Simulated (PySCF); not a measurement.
# GaH₄⁻: tetrahedral to square-planar path

All numbers come from PySCF, PBE0, basis Ga def2-TZVPD, H def2-TZVPD (no relativity, density fitting).

Rigid scan from the singlet minimum (Ga–H 1.625 Å (×4); H–Ga–H 109.5° (×6)). Coordinate: D2d path, angle between each bond and the S4 axis (54.74 tetrahedral, 90 square planar), bonds fixed. Energies in kJ/mol from the minimum.

| angle of the bonds to the S4 axis (°) | E (kJ/mol) |
| --- | --- |
| 45.0 | 35.4 |
| 50.0 | 8.0 |
| 54.7 | 0.0 |
| 60.0 | 9.2 |
| 66.0 | 40.7 |
| 72.0 | 92.0 |
| 78.0 | 159.6 |
| 84.0 | 234.7 |
| 90.0 | 281.7 |

With the bonds held, the square planar shape lies 281.7 kJ/mol from the minimum.

Other isomers or separated fragments may lie lower.

The scan took 11 s on 2 threads of a shared Arm Neoverse V1 host; the process peaked at 1.2 GiB.
